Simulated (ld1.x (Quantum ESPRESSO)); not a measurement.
# silver: variants of one TM potential

Base potential:

| Quantity | Value |
| --- | --- |
| Element | Ag (Z = 47) |
| Generator | ld1.x (Quantum ESPRESSO) 7.5 |
| Type | norm-conserving Troullier–Martins (Kleinman–Bylander form) |
| Functional | PBEsol |
| Relativity | fully relativistic |
| Frozen core | [Ar] 3d10 4s2 |
| Valence charge | 17 |
| Reference configuration | 4p6 4d10 5s1 5p0 |
| Partial waves | 4p (bound): rc 1.35 bohr; 4d (bound): rc 1.80 bohr; 5s (bound): rc 2.05 bohr |
| Local potential | the s channel |
| Core correction | none |

Open shells are filled in proportion to 2j + 1 (rel_dist='average').

Cutoffs, loose and tight: the cutoffs (Ry, on a coarse ladder) from which the occupation-weighted sum of valence levels, in a spherical-Bessel basis at the reference potential, stays within 10 and 1 mRy of its value at 400 Ry. They do not see the model core or the augmentation charge, which bear on the density cutoff. Test errors are all-electron minus pseudo excitation energies from the reference, over the configurations 4p6 4d10 5s0 5p0; 4p6 4d9 5s0 5p0; 4p6 4d8 5s0 5p0; 4p6 4d10 5s0.5 5p0; 4p6 4d7 5s0 5p0; 4p6 4d9 5s2 5p0; 4p6 4d10 5s0 5p1. A dash means not determined; rows that change the core or the reference have their own tests. The largest error is taken over the tests solved by every variant that gives reliable tests at all: 4p6 4d10 5s0 5p0; 4p6 4d10 5s0 5p1; 4p6 4d10 5s0.5 5p0; 4p6 4d7 5s0 5p0; 4p6 4d8 5s0 5p0; 4p6 4d9 5s0 5p0.

Cutoffs are not given where the Bessel-basis levels miss the radial ones by over 6 mRy, ghosts where they miss by over 20 mRy; a channel whose overlap is not positive is not tested.

| change | outcome | cutoff, loose | cutoff, tight | bound ghosts | largest test error (meV) |
| --- | --- | --- | --- | --- | --- |
| base | generated | 70 Ry | 120 Ry | none | -950 |
| wave 5s (bound): rc 2.05 bohr becomes 5s (bound): rc 1.58 bohr | generated | 80 Ry | 140 Ry | none | -719 |
| wave 5s (bound): rc 2.05 bohr becomes 5s (bound): rc 1.80 bohr | generated | 70 Ry | 120 Ry | none | -886 |
| wave 5s (bound): rc 2.05 bohr becomes 5s (bound): rc 2.06 bohr | generated | 70 Ry | 120 Ry | none | -950 |
| wave 5s (bound): rc 2.05 bohr becomes 5s (bound): rc 2.62 bohr | generated | 70 Ry | 120 Ry | none | -1012 |
| wave 5s (bound): rc 2.05 bohr becomes 5s (bound): rc 2.82 bohr | generated | 70 Ry | 120 Ry | none | -1073 |
| wave 5s (bound): rc 2.05 bohr becomes 5s (bound): rc 3.10 bohr | generated | 70 Ry | 120 Ry | none | -1267 |

Task: What comes out with this change to the base: wave 5s (bound): rc 2.05 bohr becomes 5s (bound): rc 1.40 bohr?

Result: outcome: generated, misses its reference levels by 0.25 eV; bound ghosts: none; largest test error (meV): -643.

Reading the sweep of the s radius (base included, trends over the rows without a ghost): The loose cutoff stays near 70 Ry. The median size of the test errors (rows with all tests solved) is not monotonic: lowest 69.7 meV at 1.8 bohr, highest 127.5 meV at 3.1 bohr.
